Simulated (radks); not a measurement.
Coherent X-ray form factor from a spherical all-electron density. Calculated with a radial shooting solver on a logarithmic mesh with Libxc functionals: Dirac Kohn-Sham, LB94 model potential, spin-unpolarised, spherical densities, finite nucleus; Fermi nuclear charge, rms radius of each element as measured or else 0.836 A^(1/3) + 0.57 fm.

| sin(theta)/lambda (1/angstrom) | f0 (electrons) |
|---|---|
| 0.05 | 81.769 |
| 0.1 | 78.615 |
| 0.15 | 74.568 |
| 0.2 | 70.360 |
| 0.25 | 66.300 |
| 0.3 | 62.478 |
| 0.4 | 55.603 |
| 0.5 | 49.733 |
| 0.6 | 44.770 |
| 0.8 | 36.910 |
| 1 | 30.811 |
| 1.25 | 24.836 |
| 1.5 | 20.488 |
| 2 | 15.563 |

The species is in the configuration that NIST lists as its ground one. Which atom or ion scatters so?

Answer. Neutral bismuth, [Hg] 6p3. Extrapolating in s^2 from the first two rows gives f0(0) = 82.8, near the electron count 83; among species with that count, the fall with angle is slower the higher Z, and the table is that of Z = 83; from so few rows the species is fixed only to a neighbour or two.
